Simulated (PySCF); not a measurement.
Species: C₆H₈F (doublet state).
Geometry (GFN2-xTB, Å), atoms numbered from 1 in this order:
```
atom  x, y, z in Å
C1    -1.1110    0.7594   -1.6519
C2    -0.6493    0.0668   -0.5821
C3     0.4805    0.1394    0.2370
C4     1.6673    1.0202    0.2807
F5     2.5130    0.6683    1.3050
C6     0.0625   -1.0190    1.0845
C7    -1.1958   -1.1172    0.1901
H8    -2.0412    0.4973   -2.1220
H9    -0.5624    1.5889   -2.0614
H10    1.3883    2.0716    0.4488
H11    2.2540    0.9596   -0.6487
H12    0.7295   -1.8820    1.0488
H13   -0.1270   -0.7801    2.1323
H14   -1.2762   -2.0365   -0.3862
H15   -2.1365   -0.9289    0.7033
```

The hyperfine couplings belong to this conformer and change with its torsions.

Identity: `[CH2]C1=C(CF)CC1` [radical].

Computed with UKS B3LYP, pcH-1 on C F H, non-relativistic, mean-field spin-orbit, GIAO (PySCF 2.14.0). One conformer (not necessarily the lowest) at the GFN2-xTB geometry, without solvent, vibrations or thermal averaging. GFN2-xTB frequencies show an imaginary mode (29i cm⁻¹), so this geometry is no minimum at that level. The geometry wasn't refined by DFT: couplings that depend on bond lengths, twists or pyramidal angles can differ widely from those at the functional's own minimum. No stability test was run, so a lower SCF solution isn't excluded. ⟨S²⟩ is 0.775 where a pure state has 0.75.

Q: Predict the first-order ENDOR lines of C3, C1, C2, C6, C4, H12/H13, H10/H11, H8, H9 and H14/H15 under fast tumbling at B = 3368.7 mT (W band).

A: For S = 1/2 in fast tumbling each set of equivalent nuclei gives two lines, ν± = |νn ± a/2| to first order, with νn = g_N μN B/h and μN/h = 7.62259 MHz/T.

```csv
nuclei,isotope,g_N,νn (MHz),a_iso (MHz),lower line (MHz),upper line (MHz)
C3,13C,1.4048,36.07,64.64,3.75,68.40
C1,13C,1.4048,36.07,47.87,12.14,60.01
C2,13C,1.4048,36.07,-47.33,12.41,59.74
C6,13C,1.4048,36.07,-24.81,23.67,48.48
C4,13C,1.4048,36.07,-24.33,23.91,48.24
H12/H13,1H,5.5857,143.43,80.72,103.07,183.79
H10/H11,1H,5.5857,143.43,70.22,108.32,178.54
H8,1H,5.5857,143.43,-38.21,124.33,162.54
H9,1H,5.5857,143.43,-36.54,125.16,161.70
H14/H15,1H,5.5857,143.43,-14.98,135.94,150.92
```

The rows for 13C, of low natural abundance, apply to labelled samples.

Q: Which pairs are centred on the nuclear Larmor frequency, and which on half the coupling?

A: Centred on νn, since |a| < 2νn: C3, C1, C2, C6, C4, H12/H13, H10/H11, H8, H9 and H14/H15. No pair has |a| > 2νn.

Q: At what field would the lower line of H14/H15 fall to zero frequency?

A: Where νn = |a|/2, that is B = 7.49 MHz/(5.5857 × 7.62259 MHz/T) = 176 mT, as far as first order holds there.

Couplings of abundant isotopes left out: F5 (-4.3 MHz).

Class means assume fast exchange of nuclei equivalent by connectivity; if that motion is slow, each nucleus keeps its own coupling. H8 and H9 aren't averaged: C1 is flat or nearly so (angle sum 360°), and its turn about the short C1–C2 bond (1.36 Å) is taken as slow.

The Mulliken spin populations are largest on C3 (+0.65), C1 (+0.63), C2 (-0.25) and C6 (-0.06). The positive populations add up to 1.43 and the negative ones to -0.43, together 2S = 1. The angles at C3 add up to 360.0°, so it is planar.

The run took 38 s wall (with the writing of density and orbital grids) on one thread, Intel Xeon 6975P-C (x86_64), on a shared host, and the process peaked at 0.96 GiB of memory.
